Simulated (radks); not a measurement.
Initial-state core-level shifts of the hafnium ion Hf+ when its valence configuration changes from [Xe] 4f14 5d1 6s2. Method: scalar-relativistic Kohn-Sham, PBE, spin-polarised, spherical densities, point nucleus; open shells are filled with parallel spins first (spin-orbit coupling, left out, can overturn this in heavy ions); computed with a radial shooting solver on a logarithmic mesh with Libxc functionals. Shifts are changes of the shell-averaged eigenvalues in eV (positive: less bound).

valence                    3p       4s       4p       4d
4f14 5d3               +4.601   +4.614   +4.627   +4.654
4f14 6s2 6p1           -4.167   -4.175   -4.184   -4.201
4f13 5d2 6s2          -10.352   -9.703   -9.458   -9.120
4f14 5d0.5 6s2 6p0.5   -2.066   -2.071   -2.075   -2.083
4f13 5d1 6s2 6p1      -14.763  -14.109  -13.870  -13.543
4f13 5d1 6s1 6p2      -15.939  -15.290  -15.051  -14.724
4f12 5d1 6s1 6p3      -31.933  -30.317  -29.781  -29.067
4f14 5d1 6s1 6p1       -1.338   -1.344   -1.345   -1.346
4f12 5d3 6s2          -21.514  -19.943  -19.402  -18.673
